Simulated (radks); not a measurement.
The numbers below are computed, except where a source is named.
Effect of the nuclear size on the chlorine ion Cl3+, [Ne] 3s2 3p2. Code: a radial shooting solver on a logarithmic mesh with Libxc functionals. Model: Dirac Kohn-Sham, BLYP, spin-unpolarised, spherical densities, finite nucleus; open shells are shared between the two j in proportion to 2j + 1; Fermi nuclear charge, rms radius 3.3654 fm. The rms radius is varied about that value; shifts are against it.

rms radius (fm)  total energy shift (eV)  density at nucleus (e/bohr^3)  1s1/2 shift (meV)  2s1/2 shift (meV)
2.9279                          -0.00342                           3612              -1.43             -0.104
3.1096                          -0.00206                           3608             -0.862             -0.062
3.3654                                 0                           3603              0.000              0.000
3.6582                           0.00255                           3597               1.07              0.077
3.9981                           0.00577                           3591               2.42              0.175

Slopes of the eigenvalues against <r^2> in GHz/fm^2, as finite differences over the two radii next to the reference (eigenvalue slopes, not the field-shift constants of lines): 1s1/2 126, 2s1/2 9.10.
